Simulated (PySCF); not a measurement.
# How methods differ on the excitation energy of N

N [He] 2s2 2p3 (4S) → N [He] 2s1 2p4 (4P), as a difference of total energies. All numbers are calculated (PySCF 2.14, no relativity, point nucleus, in def2-TZVPPD (6s3p3d1f, 37 functions)). Correlated levels: valence: 1s2 frozen. The calculations carry no spin-orbit coupling.

| method | excitation energy (cm⁻¹) | error (cm⁻¹) |
| --- | --- | --- |
| UHF | 88127 | -5 |
| MP2 (valence) | 89023 | +890 |
| SCS-MP2 (valence) | 89106 | +973 |
| CCSD (valence) | 87760 | -373 |
| CCSD(T) (valence) | 87290 | -842 |
| CCSDT (valence) | 85718 | -2415 |

Reference: 88132 cm⁻¹ (measured; NIST levels, between the centres of gravity of the two terms).

Errors of the correlated levels include the incompleteness of this basis and the frozen core.
